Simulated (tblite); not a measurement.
Isomers of C5H10N2. Computed values, GFN2-xTB/tblite, gas phase, harmonic and unscaled. Errors from tens to a few hundred cm⁻¹ against measured bands are possible. One conformer each.

Electronic energies: GFN2-xTB at the same geometries; isomer energies are rough at this level and their order can be wrong.

| SMILES | electronic energy, lowest = 0 (kJ/mol) |
| --- | --- |
| C=N/N=C\C(C)C | 100.3 |
| CC1=NN(C)CC1 | 0.0 |
| CN[C@H]1C=NCC1 | 20.5 |

How do GFN2-xTB zero-point energies change the relative energies?

```tsv
SMILES	ZPE (kJ/mol)	of it from modes above 1550 cm⁻¹	electronic (kJ/mol)	with ZPE, lowest = 0 (kJ/mol)	lowest mode (cm⁻¹)	rings
CC1=NN(C)CC1	382.1	188.1	0.0	0.0	120	1
CN[C@H]1C=NCC1	385.9	191.1	20.5	24.4	44	1
C=N/N=C\C(C)C	376.3	201.6	100.3	94.6	23	0
```

The zero-point energies span 9.6 kJ/mol, from `C=N/N=C\C(C)C` to `CN[C@H]1C=NCC1`. The order is unchanged.
